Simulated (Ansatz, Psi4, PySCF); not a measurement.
F5Mo (SMILES [F][Mo]([F])([F])([F])[F]), doublet, at a GFN2-xTB geometry (such geometries of metal compounds can be far from the true shape) (the multiplicity is a formal guess) (core potentials on Mo). Base run: PySCF with HF/def2-SVP.

The PySCF input:
```python
from pyscf import gto, scf

mol = gto.M(
    atom='''
Mo    0.026336   -0.021561    0.090421
F     0.498854   -0.408411    1.712759
F    -1.409849    0.596512   -0.900245
F     0.974785    1.409673    0.286742
F     0.668439    0.010479   -1.645303
F    -0.855130   -1.507635    0.124081
''',
    basis='def2-svp',
    ecp={'Mo': 'def2-svp'},
    charge=0,
    spin=1,
    verbose=4,
)

mf = scf.UHF(mol)
mf.kernel()
```

The same geometry, method and basis name were run in Ansatz (a program for electronic structure) and Psi4 and PySCF, at each program's defaults and at the settings that a row names. The base is PySCF at its defaults. Differences at the defaults can come from grids, fitting, cores and function types together. The rows with settings made alike still differ; the cause (another SCF solution, basis table, core potential or functional code) wasn't traced.

```csv
code and settings,ΔE vs base (mEh),basis functions,E (Eh),SCF cycles,dipole (D)
"PySCF, defaults (exact integrals, spherical functions)",0.000,101,-564.36377,19,2.53
"Psi4, defaults (density fitting with its default set, spherical functions)",38.579,101,-564.32519,28,2.42
"Ansatz, defaults (factorised integrals, spherical functions)",0.016,101,-564.36376,-,-
"PySCF, density fitting with def2-universal-jkfit",0.454,101,-564.36332,19,2.53
"Psi4, exact integrals, spherical functions",17.583,101,-564.34619,64,2.60
"Ansatz, high accuracy",0.000,101,-564.36377,-,-
```

Open shells are given as the SCF converged; they aren't shown to be the lowest states, and a large step between rows can be another state.
